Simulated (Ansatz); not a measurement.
Isolated molecules relaxed with PBE0-D4/def2-TZVP in Ansatz; ΔE leaves out vibrations. CCSD(T)/CBS adds triple-zeta CCSD(T) − MP2 to the extrapolated MP2 energy (def2 sets, frozen cores). Functionals use def2-TZVPP. B3LYP here is the variant with VWN-RPA as its local correlation; programs differ in this. Elements past krypton have def2 core potentials. For Te outer-core shells are correlated without core-valence functions, which leaves a few kJ/mol of doubt a bond. Each species was taken in one conformer, which may not be the lowest.

`F[SiH2]C[TeH]` + `CN([SiH3])[SiH3]` → `F[SiH2]N([SiH3])[SiH3]` + `CC[TeH]`  (redistribution)

**Question.** Is it downhill or uphill in electronic energy at CCSD(T)/CBS, and by how much? (Best estimate.)

**Answer.** Ansatz gave: Downhill: ΔE = -110.8 kJ/mol.

**Question.** What do these levels give: B3LYP-D4, ωB97X-V, B2PLYP, r2SCAN, B3LYP, MP2/def2-TZVPP, SCS-MP2/def2-TZVPP, CCSD/def2-TZVPP, CCSD(T)/def2-TZVPP, MP2/def2-QZVPP, SCS-MP2/def2-QZVPP, MP2/CBS(def2)? (An estimate is asked.)

**Answer.** The calculation gave: B3LYP-D4 -106.1, ωB97X-V -105.6, B2PLYP -108.9, r2SCAN -107.9, B3LYP -105.2, MP2/def2-TZVPP -113.3, SCS-MP2/def2-TZVPP -112.6, CCSD/def2-TZVPP -111.1, CCSD(T)/def2-TZVPP -110.3, MP2/def2-QZVPP -113.9, SCS-MP2/def2-QZVPP -113.3, MP2/CBS(def2) -113.8 kJ/mol.

Largest T1 diagnostic among the species: 0.012.

From PBE to PBE0 (25 % exact exchange), in def2-TZVPP and without D4, ΔE moves by −4.2 kJ/mol.
